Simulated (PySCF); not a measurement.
Compound: (H3Sn)2S.
Bonds: Sn1–S5, S5–Sn6. Hydrogens: H2, H3, H4 on Sn1; H7, H8, H9 on Sn6.

Level of theory: PBE0-D3(BJ)/def2-SVP geometry optimisation, gas phase, def2 core potentials past Kr (PySCF 2.14.0).

Task: What internal coordinates does the optimisation give?

Result: 
| bond | length (Å) |
| --- | --- |
| Sn1–H2 and 5 like bonds | 1.713 |
| Sn1–S5, S5–Sn6 | 2.425 |

Bonds in one row agree within 0.01 Å and their mean is given. A selection of angles:
| angle | degrees |
| --- | --- |
| H2–Sn1–H3 | 111.5 |
| H2–Sn1–H4 | 110.1 |
| H2–Sn1–S5 | 109.3 |
| H3–Sn1–S5 | 105.2 |
| Sn1–S5–Sn6 | 99.6 |

Sn1 (tin bonded to S and 3 H) is distorted tetrahedral (angles from 105.2° to 111.5°).

Point group: near C2, missed by 0.24 Å at most; the miss may be what the optimiser left on a soft mode. Not checked by PBE0-D3(BJ)/def2-SVP frequencies.

Time: 34 s of wall time; peak memory 0.41 GiB. Hardware: one thread, AMD EPYC 7B13 (x86_64), no GPU, on a shared host. This is the geometry optimisation.
